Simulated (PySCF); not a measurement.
Job file and geometry (Å, from PBE0-D3(BJ)/def2-SVP) of an NMR shielding run on trans-Si(PH3)2Cl4 (SMILES P->[Si](<-P)(Cl)(Cl)(Cl)Cl), GIAO wB97X-D/pcSseg-1 NMR shielding, non-relativistic, gas phase in PySCF 2.14.0, density-fitted response routines; density fitting, a coarse starting grid and PySCF grid level 2 are the driver's defaults:

```
$ OMP_NUM_THREADS=1 python probes_run.py task.json out

{"job": {"kind": "nmr", "xc": "wB97X-D", "basis": "pcSseg-1", "pop": false}, "charge": 0, "multiplicity": 1}
Si    -0.052561    -0.080161     0.002000
P     -0.064937     0.089215     2.363954
H      0.428741     1.308211     2.880314
H      0.746331    -0.865283     3.016817
H     -1.293058    -0.045496     3.055010
P      0.090373    -0.065748    -2.361980
H      1.190979     0.638747    -2.900021
H     -1.006350     0.553230    -3.000148
H      0.172583    -1.302123    -3.046107
Cl     2.113366     0.154388     0.178267
Cl    -2.201480    -0.298662    -0.137123
Cl    -0.259819     2.089411    -0.179274
Cl     0.166461    -2.227847     0.150490
```

Q: What does the program print?

A: 
```
coarse grid: 15088 points
cycle   1  E = -2816.3993639591  dE =  5.786e-01  |g| = 6.533e-01  |ddm| = 3.386e+00
cycle   2  E = -2816.4500965834  dE = -5.073e-02  |g| = 6.338e-01  |ddm| = 1.757e+00
cycle   3  E = -2816.5423045977  dE = -9.221e-02  |g| = 6.107e-02  |ddm| = 8.170e-01
cycle   4  E = -2816.5433889346  dE = -1.084e-03  |g| = 2.635e-02  |ddm| = 1.160e-01
cycle   5  E = -2816.5435904247  dE = -2.015e-04  |g| = 4.914e-03  |ddm| = 4.791e-02
cycle   6  E = -2816.5436052714  dE = -1.485e-05  |g| = 8.531e-04  |ddm| = 1.578e-02
cycle   7  E = -2816.5436060713  dE = -7.999e-07  |g| = 2.876e-04  |ddm| = 4.854e-03
final grid: 115000 points
cycle   8  E = -2816.6056706241  dE = -1.579e-04  |g| = 7.448e-03  |ddm| = 4.628e-02
cycle   9  E = -2816.6056773329  dE = -6.709e-06  |g| = 6.130e-03  |ddm| = 1.842e-02
cycle  10  E = -2816.6056849635  dE = -7.631e-06  |g| = 7.084e-04  |ddm| = 7.309e-03
cycle  11  E = -2816.6056850776  dE = -1.141e-07  |g| = 2.981e-04  |ddm| = 1.307e-03
cycle  12  E = -2816.6056851012  dE = -2.363e-08  |g| = 4.179e-05  |ddm| = 4.019e-04
cycle  13  E = -2816.6056851023  dE = -1.030e-09  |g| = 7.668e-06  |ddm| = 1.637e-04
cycle  14  E = -2816.6056851023  dE = -3.365e-11  |g| = 3.002e-06  |ddm| = 2.989e-05
converged SCF energy = -2816.6056851023

GIAO shielding tensors (ppm)
atom      isotropic    diamagn.    paramagn.     s11        s22        s33       span
  0 Si     550.711     860.475    -309.764    505.054    573.147    573.932     68.878
  1 P      448.741     965.225    -516.484    413.207    427.594    505.422     92.215
  2 H       26.827      27.310      -0.483     22.649     24.651     33.181     10.533
  3 H       26.915      27.356      -0.441     22.837     24.704     33.205     10.368
  4 H       26.820      26.960      -0.140     22.450     24.269     33.741     11.291
  5 P      448.829     965.232    -516.403    412.927    428.205    505.355     92.428
  6 H       26.827      27.277      -0.450     22.646     24.608     33.228     10.582
  7 H       26.924      27.391      -0.466     22.847     24.740     33.186     10.339
  8 H       26.829      26.963      -0.134     22.460     24.290     33.736     11.276
  9 Cl     568.629    1148.362    -579.733    314.084    451.748    940.055    625.971
 10 Cl     577.863    1148.051    -570.188    311.028    463.886    958.676    647.649
 11 Cl     567.546    1148.395    -580.848    314.311    449.060    939.268    624.957
 12 Cl     578.716    1148.020    -569.304    309.834    466.905    959.409    649.575
```

Q: Turn these shieldings into chemical shifts. References, each an isolated molecule treated in the same way: TMS for ²⁹Si (σ = 352.93 ppm), ¹H (σ = 31.38 ppm); ³¹P (σ = 307.18 ppm) vs H3PO4; ³⁵Cl (σ = 939.37 ppm) against HCl.

A: Averaging equivalent atoms: Si 0: -197.8; P 1/5: -141.6; H 2/3/4/6/7/8: 4.52; Cl 9/10/11/12: 366 ppm. Experimental scales use liquid or dissolved standards, which lie at an offset from isolated H3PO4.

Size and cost of the density-fitted run: 198 basis functions, 44 s wall time on 1 thread of an Arm Neoverse V1, shared host; peak memory 1.3 GiB.
